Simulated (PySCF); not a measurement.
Core-level binding energies of (H2Ga-mu-PH2)3

Compound: (H2Ga-mu-PH2)3.
Geometry (PBE0-D3(BJ)/def2-SVP, Å), atoms numbered from 1 in this order:
```
atom  x, y, z in Å
Ga1   -0.3489   -1.2164   -2.1836
H2    -0.9340   -2.6346   -1.8613
H3    -0.0655   -0.6625   -3.6232
P4     1.6927   -0.9306   -0.9047
Ga5    2.0647    0.9453    0.5746
H6     3.4328    0.7648    1.3181
H7     1.6316    2.2289   -0.2193
P8     0.2483    0.4276    2.0864
Ga9   -2.0754    0.4159    1.3900
H10   -2.6943   -0.9745    1.7659
H11   -2.6759    1.8094    1.7854
P12   -1.7050    0.3982   -0.9996
H13    2.7873   -0.9925   -1.8036
H14    1.9527   -2.1191   -0.1754
H15    0.5507   -0.8028    2.7243
H16    0.3676    1.2811    3.2126
H17   -2.9858    0.3814   -1.6102
H18   -1.2998    1.6973   -1.3988
```

Theory: delta-SCF UKS SCAN, pcX-2 on the ionised atom, pcseg-1 elsewhere, spin-free X2C (PySCF). These are vertical core ionisation energies against the vacuum level, from separate self-consistent calculations with and without the core hole.

Question: What binding energy does each computed site have?

Answer: 
```csv
atom(s),bonded to,level,binding energy (eV),2p1/2 (eV),count
P4/P8/P12,2 H and 2 Ga,P 2p3/2,136.56,137.44,3
P4/P8/P12,2 H and 2 Ga,P 1s,2150.04,–,3
```

Question: Which photon energy gives electrons from P 2p3/2 of P4/P8/P12 a kinetic energy of 200 eV, and what is their de Broglie wavelength?

Answer: hν = 136.56 + 200 = 336.56 eV, recoil neglected; λ = 12.264 Å/√(E/eV) = 0.87 Å.

Question: What is the longest wavelength that can ionise P 2p3/2 of P4/P8/P12 vertically?

Answer: λ = hc/E = 12398.42 eV Å / 136.56 eV = 90.791 Å.

Topologically equivalent atoms share the value of their first member; where this conformer doesn't relate them by symmetry, their own values could differ. The 2p values add to the ΔSCF energy of one spin-free hole a correction within the shell (spin–orbit coupling, ligand field). 2p1/2 minus 2p3/2 (ligand field included): P 0.89 eV. No level of gallium is listed. The structure is a single PBE0-D3(BJ)/def2-SVP conformer in the gas phase; no vibrational or solvent corrections.
